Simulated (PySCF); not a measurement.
Saddle point of GeH$_{4}$SO, singlet (GeH₄SO ([OH][GeH2][SH]) → GeH₂O ([O][GeH2]) + H₂S (still joined by a long Ge–S bond); bonds formed: S2–H4; bonds broken: O3–H4; bonds weakened to dative contacts: Ge1–S2), PBE0-D4/def2-TZVP structure:

```
7
angstrom
Ge -0.5427 0.3000 0.7651
S 1.1829 0.1225 -1.1354
O -1.6250 -0.2522 -0.3785
H -0.1651 -0.1941 -1.4060
H -0.4036 1.7908 1.1407
H 0.0788 -0.6135 1.8459
H 1.4749 -1.1536 -0.8317
```

Energies are electronic, without zero-point energy. Barriers and step energies count from the start structure reached by relaxing down the imaginary mode; all methods use the PBE0-D4 structures, on which another method's saddle can fall below an end. Computed with PySCF 2.14 with density fitting (its default auxiliary sets; JK sets also for MP2 and CCSD(T)) (basis: def2-TZVPP, with def2-QZVPP for the basis limit); correlated methods freeze the cores. Filled d shells of the heavier atoms are correlated. The def2 sets are not built for correlating such inner shells, so the correlated values are less sure here. B3LYP uses VWN-RPA correlation. Extrapolation: Hartree–Fock as exp(−7.88 √X), correlation as X^−2.97.

```tsv
method	barrier (eV)	step energy (eV)
SPW92	2.184	2.274
PBE-D4	2.192	2.141
r2SCAN-D4	?	2.321
PBE0-D4	2.498	2.429
B3LYP-D4	?	2.282
BHLYP-D4	2.743	2.579
wB97M-V	2.564	2.443
HF	?	2.840
MP2	2.498	2.385
CCSD	2.686	2.519
CCSD(T)	2.551	2.414
```

Problem. Fill in the withheld barriers. (To be estimated.)

Solution. By the calculation: HF 3.135; B3LYP-D4 2.422; r2SCAN-D4 2.400 eV. Each is the energy of the saddle less that of the start structure, by the same method.

For comparison, the barrier by CCSD(T) at an estimated basis limit (MP2 extrapolated from triple and quadruple zeta, plus CCSD(T) − MP2 in triple zeta) is 2.523 eV.

The T1 diagnostic stays at or below 0.020.

Labels in which every atom is bracketed show which atoms are joined, not bond orders.

For scale, one of the runs: CCSD(T)/def2-TZVPP, 177 basis functions, launched by `OMP_NUM_THREADS=4 python run.py`. Time: 6.2 min of wall clock on 4 CPU threads of an Arm Neoverse V2; the host was shared. Peak host memory: 1.9 GiB.
